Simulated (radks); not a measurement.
The numbers below are computed, except where a source is named.
Task: Ag2+, 45 electrons, occupied as [Kr] 4d8 5s1 (not the ground configuration). Level of theory: scalar-relativistic Kohn-Sham, PBE, spin-unpolarised, spherical densities, point nucleus (a radial shooting solver on a logarithmic mesh with Libxc functionals). Some entries of the table are withheld. Estimate them.

orbital,occ.,eigenvalue (hartree),<1/r> (bohr^-1),r(max) (bohr)
1s,2,-931.9171,49.43,(1)
2s,2,-138.1099,11.23,(2)
2p,6,-123.9858,10.85,0.09114
3s,2,-26.17157,3.945,0.3326
3p,6,-21.53293,3.758,0.3258
3d,10,-14.22066,3.531,0.2738
4s,2,-4.50885,1.522,0.8209
4p,6,-3.15473,(3),(4)
4d,8,-1.21201,1.052,1.013
5s,1,-0.82827,(5),2.158

Result: 
(1) 1s r(max) (bohr): 0.02016
(2) 2s r(max) (bohr): 0.1140
(3) 4p <1/r> (bohr^-1): 1.373
(4) 4p r(max) (bohr): 0.8735
(5) 5s <1/r> (bohr^-1): 0.5239
